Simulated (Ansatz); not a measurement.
Cost and result up the ladder for Al6Cu4 (10 atoms). Total charge 0; singlet. Geometry: PBE-D4/def2-SVP.

```xyz
10

Cu    0.280    1.104   -2.224
Cu    0.384   -0.331    2.114
Cu   -1.434    1.561   -0.482
Cu    2.243   -0.938    0.578
Al   -1.812   -0.464    0.931
Al    0.121   -2.095    0.357
Al    0.845    0.960    0.107
Al   -0.885    1.891    1.998
Al    1.500   -1.012   -1.788
Al   -1.243   -0.676   -1.590
```

Ansatz on 4 threads of Intel Xeon Platinum 8488C on a shared host. Times are rough, and most runs start from the orbitals of an earlier one. No level here is sound enough to serve as a yardstick. Binding counts from free atoms at the same level (Cu doublet, Al doublet; other spins of the atoms weren't run), without zero-point energy or a counterpoise term.

No other spin state of charge 0 was run. Another isomer (singlet) lies 0.07 eV lower at PBE-D4/def2-TZVP; other spin states weren't run for this one.

Run but left out: HF/STO-3G, HF/def2-TZVP (restricted singlet, unstable in another Hartree–Fock run and untested here); MP2/def2-SVP (restricted singlet, unstable towards broken spin symmetry).

```csv
level,functions,wall time,binding energy per atom (eV),remarks
PBE-D4/def2-SVP,232,4.7 s,2.77,restricted SCF unstable in HF
PBE0-D4/def2-SVP,232,10 s,2.49,restricted SCF unstable in HF
PBE-D4/def2-TZVP (with forces),402,14 s,2.51,restricted SCF unstable in HF
r2SCAN-D4/def2-TZVP,402,25 s,2.52,restricted SCF unstable in HF
PBE0-D4/def2-TZVP,402,49 s,2.29,restricted SCF unstable in HF
```
